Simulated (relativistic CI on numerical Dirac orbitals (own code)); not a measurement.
# Nb¹⁶⁺: sensitivity of the levels to the model

Base calculation: Dirac-Coulomb-Breit CI, KLI orbitals optimised for each configuration, model QED, unscaled Slater integrals.

CI space (outside the closed core [Ne]): 3s2 3p6 3d7, 3s2 3p5 3d8, 3s2 3p4 3d9, 3s 3p6 3d8, 3p6 3d9, 3s2 3p6 3d6 4s, 3s2 3p6 3d6 4p, 3s 3p5 3d9, 3s2 3p6 3d6 4d, 3s2 3p6 3d5 4s2, 3s2 3p6 3d6 4f, 3s2 3p5 3d7 4s, 3s2 3p6 3d5 4s 4p, 3s2 3p4 3d8 4s, 3s2 3p6 3d6 5s, 3s2 3p6 3d5 4p2. Levels of other configurations are missing.

Variants: (1) Breit term removed; (2) configuration mixing switched off. Shifts of the energy above 3s2 3p6 3d7 4F_9/2, in cm⁻¹, for the lowest level and the first level of each name with at least 55 % of one term (blank where a level changes its place among those of its configuration and J or its character, or is not in the variant):

| Level | Base | Δ(1) | Δ(2) |
| --- | --- | --- | --- |
| 3s2 3p6 3d7 4F_9/2 | 0.0 | 0.0 | 0.0 |
| 3s2 3p6 3d7 4F_7/2 | 18595.5 | +425.5 | -59.7 |
| 3s2 3p6 3d7 4F_5/2 | 27373.3 | +298.2 | +533.8 |
| 3s2 3p6 3d7 4F_3/2 | 32248.6 | +27.7 | +1087.6 |
| 3s2 3p6 3d7 4P_5/2 | 58093.5 | -270.6 | +3686.1 |
| 3s2 3p6 3d7 2G_9/2 | 60595.0 | +541.6 | +465.2 |
| 3s2 3p6 3d7 4P_1/2 | 66649.8 | +12.1 | +4788.9 |
| 3s2 3p6 3d7 2G_7/2 | 76853.2 | +1019.2 | +1159.9 |
| 3s2 3p6 3d7 2H_11/2 | 83751.0 | +1394.7 | -1900.3 |
| 3s2 3p6 3d7 2D_5/2 | 86434.4 | +477.3 | +6699.7 |
| 3s2 3p6 3d7 2P_1/2 | 94197.4 | +1009.7 | +7647.4 |
| 3s2 3p6 3d7 2H_9/2 | 102653.1 | +1908.4 | -1370.6 |
| 3s2 3p6 3d7 2D_3/2 | 116311.9 | +1591.9 | +6683.5 |
| 3s2 3p6 3d7 2F_5/2 | 127868.4 | -72.4 | +4672.0 |

At this charge energies of transitions that change n are usually good to better than 1 %, and those within a shell (Δn = 0) to a few per cent. Terms inside the open d or f shell come out 10 to 20 % too wide with unscaled integrals.

Ionisation energy from the two ground configurations alone: base 636.016 eV; Breit term removed 636.147 eV. The NIST ASD value (theoretical) is 636 eV.

LS names give the leading component of a level, which can be under half, so a name can repeat, a term be missing and a line seem to break the LS rules.
